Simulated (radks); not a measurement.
Excited configurations of F I: one electron is placed in a higher orbital outside [He] 2s2 2p4. The ground configuration is [He] 2s2 2p5. All-electron calculation, non-relativistic Kohn-Sham, PBEsol, spin-polarised, spherical densities, point nucleus; open shells are filled with parallel spins first. Program: a radial shooting solver on a logarithmic mesh with Libxc functionals. Excitation = E - E(ground); binding = E(ion) - E, where the ion is the core of charge +1; n* = 1/sqrt(2 binding) in atomic units, and the quantum defect is n - n*.

| outer orbital | excitation (eV) | binding (eV) | n* | quantum defect | eigenvalue (eV) | <r> (bohr) |
|---|---|---|---|---|---|---|
| 3s | 12.943 | 4.811 | 1.682 | 1.318 | -2.772 | 4.431 |
| 3p | 14.689 | 3.065 | 2.107 | 0.893 | -1.594 | 5.981 |
| 3d | 16.129 | 1.625 | 2.894 | 0.106 | -0.778 | 9.943 |
| 4s | 15.653 | 2.101 | 2.545 | 1.455 | -1.281 | 10.37 |
| 4f | 16.811 | 0.943 | 3.799 | 0.201 | -0.469 | 17.04 |
| 5s | 16.575 | 1.179 | 3.397 | 1.603 | -0.758 | 18.82 |
| 5p | 16.794 | 0.959 | 3.766 | 1.234 | -0.610 | 22.50 |
| 5f | 17.104 | 0.650 | 4.576 | 0.424 | -0.389 | 29.05 |
| 6s | 16.995 | 0.759 | 4.235 | 1.765 | -0.506 | 29.90 |
| 7s | 17.223 | 0.531 | 5.062 | 1.938 | -0.364 | 43.54 |
| 7p | 17.288 | 0.466 | 5.403 | 1.597 | -0.321 | 49.61 |

Estimate the row for 4p.

Answer. excitation (eV) 16.178; binding (eV) 1.575; n* 2.939; quantum defect 1.061; eigenvalue (eV) -0.929; <r> (bohr) 13.05. The Delta-SCF ionisation energy is 17.754 eV (NIST Atomic Spectra Database: 17.423 eV, measured). Self-interaction in the functional shifts the binding energies and quantum defects, so they are the method's values and not measured ones. Open shells are spherical and high-spin; term and fine-structure splittings are not resolved.
